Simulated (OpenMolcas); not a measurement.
## Pt2+: moving the ligands

Pt2+ with 4 ligands (oxide) in square-planar coordination (D4h) at 1.98 Å. A charge of +1.5 e stands 3.2 Å behind each ligand. Ligand basis ANO-RCC-VDZP.
```
Pt    0.0000    0.0000    0.0000
O     1.9800    0.0000    0.0000
O     0.0000    1.9800    0.0000
O    -1.9800    0.0000    0.0000
O     0.0000   -1.9800    0.0000
```

```yaml
Program: OpenMolcas 26.06
Method: CASSCF
Basis: ANO-RCC-VTZP [8s7p5d3f1g]
Scalar_Hamiltonian: DKH2, point nucleus
Active_space: 8 electrons in 5 orbitals (5d)
State_averaging: 2S+1 = 3 even, 10 roots; 2S+1 = 1 even, 15 roots
Spin-orbit_coupling: state interaction with AMFI integrals over the reference wave functions
```

Runs around this geometry, states (labels of D4, the rotations of D4h). Energies in cm-1 above the lowest state or level, χT in cm3 K/mol.

```json
{"R (Å)": "1.95", "Ground state": "2S+1 = 1", "First state of that spin": "24299", "First gap with spin-orbit (degeneracies)": "17317 (1, 1)", "χT at 300 K": "0.012", "First state of another spin": "2S+1 = 3: 19408"}
{"R (Å)": "1.98", "Ground state": "1A1", "First state of that spin": "1A2 23089", "First gap with spin-orbit (degeneracies)": "15838 (1, 1)", "χT at 300 K": "0.014", "First state of another spin": "3A2 17971"}
{"R (Å)": "2.05", "Ground state": "1A1", "First state of that spin": "1A2 20191", "First gap with spin-orbit (degeneracies)": "12443 (1, 1)", "χT at 300 K": "0.018", "First state of another spin": "3A2 14634"}
```

Without dynamic correlation the repulsion within the d shell is too large (B by tens of per cent), so at a given field states of lower spin stand too high. The oxide ions are held by bare point charges, a crude embedding. With metal d orbitals alone the field can be off either way by tens of per cent. Ligand-to-metal charge-transfer states are missing. With no ligand orbital active B as a rule stays too high, so bands that hang on it stand too high and its fall with covalency is understated. The least metal-like active orbital is 66 % on the metal (Löwdin) and no ligand orbital is active, so the numbers are rough (holds for R = 1.95). The least metal-like active orbital is 68 % on the metal (Löwdin) and no ligand orbital is active, so the numbers are rough (holds for R = 1.98). The least metal-like active orbital is 72 % on the metal (Löwdin) and no ligand orbital is active, so the numbers are rough (holds for R = 2.05). No measured value stands beside these numbers; the geometry was imposed, not optimised, and the real ion may take another.

A state without a sure symmetry label is named by its multiplicity alone.
